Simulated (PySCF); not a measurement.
Compound: C5H6ClFO.
Atom-mapped SMILES: `[CH3:1][O:2][C@@H:3]1[CH2:4]/[C:5]1=[C:6](\[F:7])[Cl:8]` (hydrogens: H9, H10, H11 on C1; H12 on C3; H13, H14 on C4)

The same species was optimised twice, with GFN2-xTB and with PBE0-D3(BJ)/def2-SVP (PySCF), and the same property calculations (PySCF, gas phase) were run on both structures.

```json
{"coordinate": "C6–F7 (Å)", "GFN2-xTB": "1.345", "PBE0-D3(BJ)/def2-SVP": "1.321", "change": "-0.024"}
{"coordinate": "C5=C6 (Å)", "GFN2-xTB": "1.304", "PBE0-D3(BJ)/def2-SVP": "1.315", "change": "+0.011"}
{"coordinate": "C3–C5 (Å)", "GFN2-xTB": "1.479", "PBE0-D3(BJ)/def2-SVP": "1.468", "change": "-0.011"}
{"coordinate": "O2–C3 (Å)", "GFN2-xTB": "1.386", "PBE0-D3(BJ)/def2-SVP": "1.376", "change": "-0.010"}
{"coordinate": "C1–O2 (Å)", "GFN2-xTB": "1.412", "PBE0-D3(BJ)/def2-SVP": "1.402", "change": "-0.010"}
{"coordinate": "C4–C5 (Å)", "GFN2-xTB": "1.471", "PBE0-D3(BJ)/def2-SVP": "1.466", "change": "-0.005"}
{"coordinate": "C6–Cl8 (Å)", "GFN2-xTB": "1.728", "PBE0-D3(BJ)/def2-SVP": "1.724", "change": "-0.004"}
{"coordinate": "C3–C4 (Å)", "GFN2-xTB": "1.506", "PBE0-D3(BJ)/def2-SVP": "1.508", "change": "+0.002"}
{"coordinate": "C4–C5–C6 (°)", "GFN2-xTB": "148.8", "PBE0-D3(BJ)/def2-SVP": "147.6", "change": "-1.2"}
{"coordinate": "O2–C3–C4 (°)", "GFN2-xTB": "117.8", "PBE0-D3(BJ)/def2-SVP": "116.8", "change": "-1.0"}
{"coordinate": "C3–C5–C6 (°)", "GFN2-xTB": "149.6", "PBE0-D3(BJ)/def2-SVP": "150.5", "change": "+0.9"}
{"coordinate": "C5–C6–Cl8 (°)", "GFN2-xTB": "125.3", "PBE0-D3(BJ)/def2-SVP": "124.5", "change": "-0.8"}
{"coordinate": "C5–C6–F7 (°)", "GFN2-xTB": "123.0", "PBE0-D3(BJ)/def2-SVP": "123.7", "change": "+0.7"}
{"coordinate": "C3–C5–C4 (°)", "GFN2-xTB": "61.4", "PBE0-D3(BJ)/def2-SVP": "61.9", "change": "+0.5"}
{"coordinate": "C3–C4–C5 (°)", "GFN2-xTB": "59.6", "PBE0-D3(BJ)/def2-SVP": "59.1", "change": "-0.5"}
{"coordinate": "C1–O2–C3 (°)", "GFN2-xTB": "113.6", "PBE0-D3(BJ)/def2-SVP": "113.5", "change": "-0.1"}
{"coordinate": "C1–O2–C3–C4 (°)", "GFN2-xTB": "152", "PBE0-D3(BJ)/def2-SVP": "147", "change": "-5"}
```

Rotational constants: A = 2416, B = 1207, C = 851.6 MHz (GFN2-xTB) against A = 2449, B = 1211, C = 860.7 MHz (PBE0-D3(BJ)/def2-SVP). Point groups within 0.08 Å: C1 and C1.

On the GFN2-xTB structure: lowest singlet, TDDFT (eV) 6.33 [wB97X-D/def2-SVPD]; isotropic polarisability (au) 78.8 [wB97X-D/def2-SVPD]; HOMO (eV) -9.32 [wB97X-D/def2-SVPD]; LUMO (eV) 1.43 [wB97X-D/def2-SVPD]; dipole (D) 1.77 [wB97X-D/def2-SVPD].

**Question.** What do these properties become on the PBE0-D3(BJ)/def2-SVP structure?

**Answer.** 
| property | level | on GFN2-xTB | on PBE0-D3(BJ)/def2-SVP | change |
| --- | --- | --- | --- | --- |
| lowest singlet, TDDFT (eV) | wB97X-D/def2-SVPD | 6.33 | 6.38 | +0.05 |
| isotropic polarisability (au) | wB97X-D/def2-SVPD | 78.8 | 79.2 | +0.4 |
| HOMO (eV) | wB97X-D/def2-SVPD | -9.32 | -9.28 | +0.04 |
| LUMO (eV) | wB97X-D/def2-SVPD | 1.43 | 1.39 | -0.04 |
| dipole (D) | wB97X-D/def2-SVPD | 1.77 | 1.47 | -0.30 |
| energy, GFN2-xTB geometry as zero (kcal/mol) | wB97X-D/def2-SVPD | 0.0 | -0.4 | -0.4 |

The heavy atoms differ by 0.037 Å rms after alignment. Among bonds between heavy atoms C6–F7 changes most (-0.024 Å). Changes are differences of the printed values. Neither structure is proved a minimum here.

Conformer computed: `[CH3:1][O:2][C@@H:3]1[CH2:4]/[C:5]1=[C:6](\[F:7])[Cl:8]`: C1–O2–C3–C4 147°.

The pairwise dispersion term of wB97X-D wasn't added to the energies; at a given geometry it leaves orbitals and properties as they are.
